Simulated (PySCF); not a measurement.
**The third ionisation energy along the 5p block**

Calculated with PySCF 2.14 from differences of total energies of unrestricted determinants, without spin-orbit coupling. Values in eV. The last column holds reference values (NIST; (s) semi-empirical, (t) theoretical, else measured). Unmarked ones compare directly (S terms, centres of terms, or small fine structure); those marked * lie between the lowest fine-structure levels and include a spin-orbit shift.

```json
{"element": "In (aug-cc-pV5Z-PP with ECP28MDF, ECP)", "configurations": "[Kr] 4d10 5s1 → [Kr] 4d10", "UHF": "26.620", "LDA": "29.092", "PBE": "28.673", "PBE0": "28.286", "r2SCAN": "28.380", "MP2 (valence)": "n/a", "reference": "28.044"}
{"element": "Sn (aug-cc-pV5Z-PP with ECP28MDF, ECP)", "configurations": "[Kr] 4d10 5s2 → [Kr] 4d10 5s1", "UHF": "28.534", "LDA": "31.280", "PBE": "30.794", "PBE0": "30.422", "r2SCAN": "30.465", "MP2 (valence)": "29.259", "reference": "30.506"}
{"element": "Sb (aug-cc-pV5Z-PP with ECP28MDF, ECP)", "configurations": "[Kr] 4d10 5s2 5p1 → [Kr] 4d10 5s2", "UHF": "24.151", "LDA": "24.930", "PBE": "24.711", "PBE0": "24.746", "r2SCAN": "24.890", "MP2 (valence)": "24.418", "reference": "25.323 *"}
{"element": "Te (aug-cc-pV5Z-PP with ECP28MDF, ECP)", "configurations": "[Kr] 4d10 5s2 5p2 → [Kr] 4d10 5s2 5p1", "UHF": "26.970", "LDA": "27.710", "PBE": "27.494", "PBE0": "27.562", "r2SCAN": "27.709", "MP2 (valence)": "27.360", "reference": "27.84 ± 0.04 *"}
{"element": "I (aug-cc-pV5Z-PP with ECP28MDF, ECP)", "configurations": "[Kr] 4d10 5s2 5p3 → [Kr] 4d10 5s2 5p2", "UHF": "29.849", "LDA": "30.476", "PBE": "30.273", "PBE0": "30.391", "r2SCAN": "30.568", "MP2 (valence)": "30.352", "reference": "29.57 ± 0.025 *"}
{"element": "Xe (aug-cc-pV5Z-PP with ECP28MDF, ECP)", "configurations": "[Kr] 4d10 5s2 5p4 → [Kr] 4d10 5s2 5p3", "UHF": "29.372", "LDA": "30.821", "PBE": "30.482", "PBE0": "30.504", "r2SCAN": "30.525", "MP2 (valence)": "30.194", "reference": "31.05 ± 0.04 (s) *"}
```

"Valence" correlates the outer s and p shells and, in groups 3 to 12 and the f block, the outer d or f shell, open or full, or the next shell where the ion has no valence electron left; the wider scheme adds the next inner shell.
